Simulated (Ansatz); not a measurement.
One change: `C[O][Ge]([F])([SH])[Cl]` becomes `[F][Ge]([F])([SH])[Cl]`.

Ansatz, PBE0-D4/def2-TZVP geometries, multiplicity 1. Each molecule was computed in one conformer, which needn't be the lowest.

Scalar relativity is left out up to krypton.

```
                                          property  `C[O][Ge]([F])([SH])[Cl]`
             HOMO energy (ωB97M-V/def2-TZVPP) / eV                     -10.56
                LUMO energy (PBE0/def2-TZVPP) / eV                      -1.05
              HOMO–LUMO gap (PBE0/def2-TZVPP) / eV                       7.26
             HOMO–LUMO gap (B3LYP/def2-TZVPP) / eV                       6.66
  size of the dipole moment (B3LYP/def2-TZVPP) / D                       1.69
size of the dipole moment (ωB97M-V/def2-TZVPP) / D                       1.66
```

(1) Give the same properties after the change, and the shifts. (Estimate.)

Answers

(1) Computed: 
```tsv
property	`[F][Ge]([F])([SH])[Cl]`	shift
HOMO energy (ωB97M-V/def2-TZVPP) / eV	-10.90	-0.34
LUMO energy (PBE0/def2-TZVPP) / eV	-1.62	-0.57
HOMO–LUMO gap (PBE0/def2-TZVPP) / eV	7.07	-0.19
HOMO–LUMO gap (B3LYP/def2-TZVPP) / eV	6.48	-0.18
size of the dipole moment (B3LYP/def2-TZVPP) / D	2.43	0.74
size of the dipole moment (ωB97M-V/def2-TZVPP) / D	2.41	0.75
```

With PBE0 the HOMO falls by 0.37 eV and the LUMO falls by 0.57 eV, so the gap narrows by about 0.20 eV. PBE moves the HOMO by -0.37 eV and ωB97M-V by -0.34 eV. Dipoles are sizes alone; their direction can turn.

B3LYP here is the variant with VWN-RPA as its local correlation; programs differ in this.
